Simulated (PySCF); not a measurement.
BH3Se2, SMILES [SeH]B[SeH].

The structure is a stationary point at B3LYP-D3(BJ)/def2-SVP. The structure was generated by enumeration, and PubChem lists no compound with its InChIKey, so it may never have been made. One conformer was computed; it need not be the lowest.

These are PySCF with PBE0/def2-TZVPD values and carry that method's errors.

Symmetry labels are those of the subgroup C2v that the program uses (full group C2v).

Computed valence orbital energies around the gap with their symmetry:
```tsv
orbital	symmetry	energy (eV)
HOMO−7	B2	-19.70
HOMO−6	A1	-13.57
HOMO−5	A1	-12.12
HOMO−4	B2	-10.72
HOMO−3	B2	-9.42
HOMO−2	A1	-8.80
HOMO−1	B1	-8.44
HOMO	A2	-7.11
LUMO	B1	-1.29
LUMO+1	A1	-0.76
LUMO+2	B2	0.20
LUMO+3	A1	0.31
```
